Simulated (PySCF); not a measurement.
GeS, SMILES [S]=[Ge] (connectivity only; charge and spin as stated), neutral, multiplicity 1.

The structure is a stationary point at B3LYP-D3(BJ)/def2-TZVP.

These are TDDFT-LC-ωPBE/def2-TZVPD (PySCF) values and carry that method's errors.

Vertical excitations; the highest root listed may be one member of a degenerate set. The molecule is in vacuum. State labels are in the subgroup C2v.

```tsv
state	symmetry	energy (eV)	λ (nm)	f	main pairs
S1	A2	3.78	328	0.000	HOMO−1→LUMO+1 49 %, HOMO→LUMO 49 %
S2	A2	4.06	305	0.000	HOMO→LUMO, HOMO−1→LUMO+1 (degenerate set)
S3	A1	4.06	305	0.000	HOMO−1→LUMO, HOMO→LUMO+1 (degenerate set)
S4	B1	4.14	300	0.018	HOMO−2→LUMO (degenerate set)
S5	B2	4.14	300	0.018	HOMO−2→LUMO+1 (degenerate set)
S6	A1	5.89	210	0.159	HOMO−1→LUMO 43 %, HOMO→LUMO+1 43 %
S7	B1	7.66	162	0.104	HOMO−1→LUMO+2, HOMO−1→LUMO+6 (degenerate set)
S8	B2	7.66	162	0.104	HOMO→LUMO+2, HOMO→LUMO+6 (degenerate set)
S9	B2	8.10	153	0.083	HOMO→LUMO+3, HOMO→LUMO+11 (degenerate set)
S10	B1	8.10	153	0.083	HOMO−1→LUMO+3, HOMO−1→LUMO+11 (degenerate set)
T1	A1	3.07	404	0	HOMO→LUMO+1 48 %, HOMO−1→LUMO 48 %
T2	B2	3.12	397	0	HOMO−2→LUMO+1 (degenerate set)
T3	B1	3.12	397	0	HOMO−2→LUMO (degenerate set)
T4	A2	3.38	366	0	HOMO−1→LUMO+1 48 %, HOMO→LUMO 48 %
```
Triplets are in the Tamm–Dancoff approximation, which puts them higher than full response would, so one can lie above its singlet here.
